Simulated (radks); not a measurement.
Question: The mean radii <r> (bohr) of the occupied orbitals of an atom or ion are listed with their occupations. All-electron calculation, scalar-relativistic Kohn-Sham, PBE, spin-polarised, spherical densities, finite nucleus; Fermi nuclear charge, rms radius of each element as measured or else 0.836 A^(1/3) + 0.57 fm. Program: a radial shooting solver on a logarithmic mesh with Libxc functionals.

orbital  occ.      <r>
1s down     1  0.01899
1s up       1  0.01899
2s up       1  0.08038
2s down     1  0.08038
2p up       3  0.07172
2p down     3  0.07172
3s up       1   0.2087
3s down     1   0.2086
3p up       3   0.2085
3p down     3   0.2084
3d up       5   0.1890
3d down     5   0.1888
4s up       1   0.4651
4s down     1   0.4653
4p up       3   0.4923
4p down     3   0.4926
4d up       5   0.5227
4d down     5   0.5233
5s up       1   0.9906
5s down     1   0.9940
4f up       7   0.5731
4f down     4   0.5757

Name the element and its charge. Open shells, if any, are filled with parallel spins first.

Answer: Z = 72, hafnium, charge +13: Hf13+ in [Kr] 4d10 4f11 5s2. The 1s radius gives Z: for a bare nucleus <r> = (2 gamma + 1)/(2Z) with gamma = sqrt(1 - (Z/c)^2), 0.01876 bohr for Z = 72, and screening makes it slightly larger (0.01899 here). The occupations add up to 59, and the charge is Z minus that.
